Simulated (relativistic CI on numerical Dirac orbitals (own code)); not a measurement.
# Rh³⁺ (4d6) in a crystal field

Calculated by Dirac-Coulomb-Breit CI, KLI orbitals optimised for each configuration, a model potential for QED, valence Slater integrals scaled by 0.8, one configuration in a parametric crystal field (own radial code).

Field parameters in Wybourne normalisation: Oh B⁴₀ = 21Dq, B⁴₄ = √(5/14) B⁴₀. The field is a parameter set, without covalency.

S is read from ⟨S²⟩ = S(S + 1).

Site symmetry Oh; labels are those of the double group. Computed levels in cm⁻¹ above the lowest, in rising order:

```csv
Δ (size of 10Dq),Lowest,No. 2,No. 3,No. 4,No. 5,No. 6,No. 7,No. 8
6000,T2,436 E,569 T1,1040 A1,1501 T1,1669 T2,7129 A2,7138 T2
10750,T2,381 E,536 T1,825 A1,1412 T1,1518 T2,4128 A1,7256 E
15550,A1,4694 T2,4700 E,4947 T1,5589 A1,5626 T2,5869 T1,8001 E
20350,A1,11070 E,11273 T2,11687 T1,12404 A1,13677 T2,14194 T1,14692 E
25100,A1,15943 E,16086 T2,16786 T1,17565 A1,20674 T1,21286 E,21851 T2
29900,A1,20712 E,20841 T2,21618 T1,22364 A1,25705 T1,26337 E,27153 T2
34700,A1,25469 E,25591 T2,26391 T1,27101 A1,30594 T1,31229 E,32033 T2
39500,A1,30230 E,30347 T2,31154 T1,31834 A1,35446 T1,36084 E,36869 T2
44250,A1,34948 E,35060 T2,35867 T1,36523 A1,40231 T1,40872 E,41639 T2
```

Ground-state S against |10Dq| in cm⁻¹: 6000: 1.99, 10750: 1.99, 15550: 0.27, 20350: 0.11, 25100: 0.06, 29900: 0.04, 34700: 0.03, 39500: 0.02, 44250: 0.02.

The spin changes between |10Dq| = 10750 and 15550 cm⁻¹.
